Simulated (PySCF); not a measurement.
Mo(NH)(S)(Cl)(SH) (ClH2MoNS2), SMILES [NH]=[Mo](=[S])([SH])[Cl], multiplicity 1.

The structure is a stationary point at PBE-D3(BJ)/def2-SVP. The multiplicity is an assumed one; no other spin state was optimised. The structure was generated by enumeration; whether it is a known compound was not checked. The def2 effective core potentials stand for the cores of Mo; spin–orbit coupling is left out. One conformer was computed; it need not be the lowest.

Calculation: PBE-D3(BJ)/def2-SVP run with PySCF.

Frequencies are harmonic and unscaled.

| mode | ν (cm⁻¹) | IR (km/mol) | moving atoms (share of kinetic energy) |
|---|---|---|---|
| 1 | 111 | 0.2 | S 42 %, Cl 40 %, Mo 14 % |
| 2 | 139 | 0.3 | S 59 %, Cl 27 %, Mo 12 % |
| 3 | 145 | 1.1 | S 54 %, Mo 27 %, Cl 9 % |
| 4 | 190 | 4.9 | N 53 %, H 21 %, S 10 %, Cl 10 % |
| 5 | 232 | 7.3 | N 48 %, S 22 %, H 20 % |
| 6 | 336 | 33.6 | H 87 % |
| 7 | 380 | 6.8 | S 48 %, Cl 30 %, Mo 14 % |
| 8 | 407 | 30.8 | Cl 35 %, Mo 35 %, S 24 % |
| 9 | 507 | 200.2 | H 70 %, N 22 % |
| 10 | 552 | 14.0 | S 61 %, Mo 22 %, H 15 % |
| 11 | 592 | 22.8 | H 83 %, S 8 % |
| 12 | 644 | 63.6 | H 75 %, N 18 % |
| 13 | 977 | 59.1 | N 78 %, Mo 15 % |
| 14 | 2587 | 4.8 | H 97 % |
| 15 | 3477 | 176.9 | H 93 % |
